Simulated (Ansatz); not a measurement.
Basis-set series for C₃H₉InO₂ (`C[CH](C)[In]([OH])[OH]`). Charge 0, multiplicity 1. In takes the def2 core potential. All single points use the PBE0-D4/def2-TZVP geometry. It is one conformer, not always the lowest.

```
functional       basis  functions  energy (Eh)  HOMO (eV)  LUMO (eV)
   PBE0-D4    def2-SVP        141   -459.82400      -7.19      -0.74
   PBE0-D4  def2-QZVPP        637   -460.18024      -7.33      -1.15
   ωB97M-V    def2-SVP        141   -459.94242      -9.34       1.10
   ωB97M-V  def2-QZVPP        637   -460.31166      -9.49       0.34
```

Question: Give the rows for def2-TZVPP. (An estimate is asked.)

Answer: The calculation gave: 
```csv
functional,basis,functions,energy (Eh),HOMO (eV),LUMO (eV)
PBE0-D4,def2-TZVPP,331,-460.16188,-7.30,-1.02
ωB97M-V,def2-TZVPP,331,-460.29371,-9.46,0.66
```

Positive LUMOs are unbound and depend on the basis.

All numbers were calculated with Ansatz.
